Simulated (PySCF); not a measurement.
F₃Ge, SMILES [F][Ge]([F])[F] (connectivity only; charge and spin as stated), charge +1, multiplicity 1.

The structure is a stationary point at B3LYP-D3(BJ)/def2-SVP. The spin state was assumed, not searched. The isomer is the one that the SMILES or the coordinates give; other isomers of the formula were not compared.

Level of theory: r2SCAN/def2-TZVPD (PySCF).

Symmetry labels are those of the subgroup C2v that the program uses (full group D3h).

Computed valence orbital energies around the gap with their symmetry:
| orbital | symmetry | energy (eV) |
|---|---|---|
| HOMO−7 | B1 | -20.48 |
| HOMO−6 | A1 | -20.48 |
| HOMO−5 | B2 | -19.45 |
| HOMO−4 | B1 | -18.63 |
| HOMO−3 | A1 | -18.63 |
| HOMO−2 | B2 | -18.59 |
| HOMO−1 | A2 | -18.59 |
| HOMO | B1 | -18.28 |
| LUMO | A1 | -11.85 |
| LUMO+1 | B2 | -9.98 |
| LUMO+2 | A1 | -5.17 |
| LUMO+3 | B1 | -5.17 |
